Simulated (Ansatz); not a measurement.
Reactions of `C[SiH](O)O[SiH2]O`.

Computed with Ansatz on PBE0-D4/def2-TZVP structures; ΔE is electronic, products minus reactants. CCSD(T)/CBS adds triple-zeta CCSD(T) − MP2 to the extrapolated MP2 energy (def2 sets, frozen cores). This one scheme is used for every species. DFT in def2-TZVPP. No spin–orbit coupling; open shells (•) take unrestricted orbitals. For Br outer-core shells are correlated without core-valence functions, which leaves a few kJ/mol of doubt a bond. Scalar relativity is left out up to krypton. Each species was taken in one conformer, which may not be the lowest.

| reaction | CCSD(T)/CBS(def2) (kcal/mol) |
| --- | --- |
| `C[SiH](O)O[SiH2]O` + CH₃OH → `CO[SiH](C)O` + `O[SiH2]O` | 4.7 |
| `C[SiH](O)O[SiH2]O` + H₂O → `O[SiH2]O[SiH](O)O` + CH₄ | -27.9 |
| `C[SiH](O)O[SiH2]O` → `[CH3]`• + `O[SiH]O[SiH2]O`• | ? |
| `C[SiH](O)O[SiH2]O` + `CC(O)=S` → `CC(=S)O[SiH2]O` + `C[SiH](O)O` | 13.1 |
| `C[SiH](O)O[SiH2]O` → `O[SiH2]O` + `C[Si]O` | 76.4 |
| `C[SiH](O)O[SiH2]O` + H–F → `C[SiH](F)O[SiH2]O` + H₂O | ? |
| `C[SiH](O)O[SiH2]O` + `[CH3][AlH][OH]` → `[CH3][AlH][O][SiH2]O` + `C[SiH](O)O` | ? |
| `C[SiH](O)O[SiH2]O` + H₂ → `C[SiH2]O` + `O[SiH2]O` | 28.4 |
| `C[SiH](O)O[SiH2]O` + HBr → `C[SiH](O)Br` + `O[SiH2]O` | 5.6 |
| `C[SiH](O)O[SiH2]O` + `OCS` → `O[SiH2]OCS` + `C[SiH](O)O` | 1.7 |

(1) Fill in the missing values. (Estimate.)

Largest T1 diagnostic: 0.017, for `CC(O)=S`.

Results:

(1) Computed: `C[SiH](O)O[SiH2]O` → `[CH3]`• + `O[SiH]O[SiH2]O`•: +100.1 kcal/mol; `C[SiH](O)O[SiH2]O` + H–F → `C[SiH](F)O[SiH2]O` + H₂O: -10.8 kcal/mol; `C[SiH](O)O[SiH2]O` + `[CH3][AlH][OH]` → `[CH3][AlH][O][SiH2]O` + `C[SiH](O)O`: -0.6 kcal/mol.
